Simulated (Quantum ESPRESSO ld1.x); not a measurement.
These are the eigenvalues of the occupied orbitals of an atom or ion with whole-number occupations (eV). Method: Dirac Kohn-Sham, revPBE, spin-unpolarised, spherical densities, point nucleus; computed with ld1.x of Quantum ESPRESSO 7.5.

orbital  eigenvalue
1s1/2      -63175.0
2s1/2      -10754.4
2p1/2      -10263.3
2p3/2      -9145.73
3s1/2      -2443.87
3p1/2      -2227.02
3p3/2      -1988.63
3d3/2      -1621.36
3d5/2      -1569.32
4s1/2      -493.581
4p1/2      -405.334
4p3/2      -351.130
4d3/2      -206.254
4d5/2      -196.361
5s1/2      -69.8004
5p1/2      -45.3578
5p3/2      -38.3936
4f5/2      -19.2422
4f7/2      -17.7182
6s1/2      -10.9672

Which element is it, and in what charge state? The configuration may be excited. Open shells, if any, fill j = l - 1/2 first.

Answer. Z = 71, lutetium, charge +1: Lu+ in [Xe] 4f14 6s2. The list shows which subshells hold electrons but not how many an open one holds; the 1s level, -2321.6 hartree, gives Z - s = 68.1 by -(Z - s)^2/2, which with screening and relativity narrows Z to a few neighbours, and the depths of the outer levels then fix element, charge and occupations together.
